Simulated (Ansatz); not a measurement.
A nudged elastic band was laid between two geometries of C3H7BO (12 atoms, charge 0, multiplicity 1).

The calculation used RKS PBE0-D4/cc-pVDZ (Ansatz).

```
movable images  : 4
climbing image  : no
spring          : 5.0 eV/Å²
optimiser       : quadratic models (default)
start path      : through a guess of the saddle point
force threshold : 0.03 eV/Å
iteration limit : 60
end points      : relaxed
```

Image 0:

```xyz
12
Properties=species:S:1:pos:R:3
C -1.654 0.059 0.682
B -0.174 0.278 1.167
C 1.078 0.141 0.301
C 1.005 -0.194 -1.006
O 2.088 -0.321 -1.787
H -2.130 -0.720 1.305
H -2.241 0.974 0.882
H -1.805 -0.215 -0.374
H -0.024 0.579 2.335
H 2.084 0.309 0.699
H 0.039 -0.380 -1.492
H 1.812 -0.564 -2.679
```

Image 5:

```xyz
12
Properties=species:S:1:pos:R:3
C -1.582 -0.038 0.572
B -0.166 0.170 1.215
C 1.156 0.121 0.428
C 1.300 -0.075 -0.901
O 0.263 -0.248 -1.741
H -2.396 -0.152 1.302
H -1.810 0.855 -0.043
H -1.605 -0.876 -0.143
H -0.080 0.408 2.404
H 2.108 0.258 0.951
H 2.290 -0.097 -1.377
H 0.599 -0.381 -2.634
```

Task: What changes between the two ends?

Result: No bond is made or broken.

Task: What energy profile does the band end with?

Result: It converged. The highest image is number 2 of 0 to 5, 1.63 eV above the first end and 1.52 eV above the last; the last end lies 0.11 eV above the first. Neighbouring images differ by up to 1.2 eV, so the band resolves the path poorly. No image climbed, so the highest image needn't sit at the top of the path.

| image | path coordinate (Å) | energy (eV) |
| --- | --- | --- |
| 0 | 0.00 | 0.00 |
| 1 | 1.19 | 0.39 |
| 2 | 2.38 | 1.63 |
| 3 | 3.57 | 0.98 |
| 4 | 4.77 | 0.14 |
| 5 | 5.96 | 0.11 |

Task: What is the geometry of the highest image?

Result: 
```xyz
12
Properties=species:S:1:pos:R:3
C -1.507 -0.097 0.517
B -0.124 0.360 1.156
C 1.186 0.524 0.394
C 1.064 0.189 -0.930
O 1.374 -0.967 -1.500
H -2.030 -0.815 1.173
H -2.197 0.757 0.403
H -1.421 -0.586 -0.468
H -0.023 0.349 2.368
H 2.073 0.262 0.970
H 0.654 0.925 -1.642
H 1.027 -0.958 -2.406
```

Time of the run: 2.7 min on 2 threads of AMD EPYC 9R14 (Zen 4), on a shared host, peak memory 0.24 GiB.
